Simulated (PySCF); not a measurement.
Substituent effects on chemical shifts

Parent skeleton `[CH2:1]1[CH2:2][S:3]1`; one hydrogen on atom 1 is replaced by X. Hydrogens on one atom are averaged.

All values are calculated (PySCF): shielding tensors at PBE0/pcSseg-1 (GIAO), geometry: PBE0-D3(BJ)/def2-SVP. Non-relativistic, averaged over atoms made equivalent by symmetry, fast rotation or ring inversion, one conformer, isolated molecule.

References, each an isolated molecule treated in the same way: TMS for 13C (σ = 184.41 ppm), 1H (σ = 31.27 ppm); 33S (σ = 495.66 ppm) vs CS2.

Parent (X = H): C1 20.0, C2 20.0, S3 -274.9, H(C1) 2.15, H(C2) 2.15 ppm. Effects are Δδ = δ(X) − δ(H), positive for deshielding.

**Question.** Give Δδ (ppm) for X = BCl2, ethynyl, BF2, OSiH3, CH2F.

**Answer.** 
```tsv
X	SMILES	C1	C2	S3	H(C1)	H(C2)
BCl2	ClB(Cl)[C@@H]1CS1	+8.9	+10.5	+100.3	+0.43	+0.64
ethynyl	C#C[C@@H]1CS1	+1.9	+9.9	+121.9	+0.90	+0.24
BF2	FB(F)[C@@H]1CS1	-5.3	+5.9	+63.6	-0.20	+0.39
OSiH3	[SiH3]O[C@H]1CS1	+50.5	+10.5	+96.5	+2.90	+0.27
CH2F	FC[C@H]1CS1	+12.4	+8.5	+27.9	+0.74	+0.13
```

**Question.** Which position responds most, and to which substituents?

**Answer.** S3: from +27.9 ppm with CH2F to +121.9 ppm with ethynyl.
